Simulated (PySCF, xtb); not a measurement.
dimethylboranyl formate (C₃H₇BO₂), SMILES CB(C)OC=O. The values are those of a single conformer.

Harmonic wavenumbers (cm⁻¹) from GFN2-xTB (xtb) at its own minimum, in rising order: 24, 47, 108, 165, 199, 277, 348, 395, 678, 723, 743, 853, 869, 904, 952, 1118, 1166, 1201, 1380, 1382, 1387, 1471, 1478, 1480, 1485, 1789, 2788, 3010, 3022, 3032, 3036, 3052, 3059.

Problem. What does PySCF with PBE-D3(BJ)/def2-SVP give at its own minimum? (The exact figures need the calculation; the answer reports its results.)

Solution. 52, 63, 125, 175, 202, 300, 358, 410, 647, 689, 733, 805, 832, 910, 1002, 1116, 1143, 1217, 1275, 1298, 1363, 1367, 1378, 1389, 1393, 1798, 2937, 2963, 2972, 3036, 3049, 3082, 3087. Paired by order, the mean absolute difference is 40 cm⁻¹ and the zero-point energies are 62.4 and 61.7 kcal/mol.
